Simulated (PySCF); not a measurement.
Isomers of C10H10O, from PBE0-D3(BJ)/def2-SVP geometry optimisation, gas phase in PySCF. One conformer each, no zero-point energy, no frequencies.

Question: Which is lowest in electronic energy at this level?
A. `[CH2:1]=[CH:2]/[CH:3]=[C:4]1/[CH:5]=[CH:6][C:7]([C:8]([CH3:9])=[O:10])=[CH:11]1` with C1–C2–C3–C4 180°, C6–C7–C8–C9 0°: A = 2735, B = 543.8, C = 454.9 MHz, dipole 3.57 D
B. `[CH3:1][C:2](=[O:3])/[CH:4]=[CH:5]/[c:6]1[cH:7][cH:8][cH:9][cH:10][cH:11]1` with C1–C2–C4–C5 180°, C4–C5–C6–C7 178°: A = 3562, B = 477.1, C = 421.9 MHz, dipole 3.20 D
C. `C[C@H]1Cc2ccccc2C1=O` (2-methyl-1-indanone): A = 2338, B = 895.8, C = 667.0 MHz, dipole 3.24 D

Answer: C. That is 2-methyl-1-indanone, `C[C@H]1Cc2ccccc2C1=O`, 22.7 kcal/mol below the next.

```
                  SMILES                                                                    mapped SMILES      E (Eh)  relative (kcal/mol)  relative (kJ/mol)  dipole (D)
    C[C@H]1Cc2ccccc2C1=O         [CH3:1][C@H:2]1[CH2:3][c:4]2[cH:5][cH:6][cH:7][cH:8][c:9]2[C:10]1=[O:11]  -461.47680                  0.0                0.0        3.24
     CC(=O)/C=C/c1ccccc1       [CH3:1][C:2](=[O:3])/[CH:4]=[CH:5]/[c:6]1[cH:7][cH:8][cH:9][cH:10][cH:11]1  -461.44055                 22.7               95.2        3.20
C=C/C=C1/C=CC(C(C)=O)=C1  [CH2:1]=[CH:2]/[CH:3]=[C:4]1/[CH:5]=[CH:6][C:7]([C:8]([CH3:9])=[O:10])=[CH:11]1  -461.38776                 55.9              233.8        3.57
```

As drawn, the lowest has an aromatic ring, which the highest lacks; the highest has a C=C bond outside aromatic rings, which the lowest lacks.
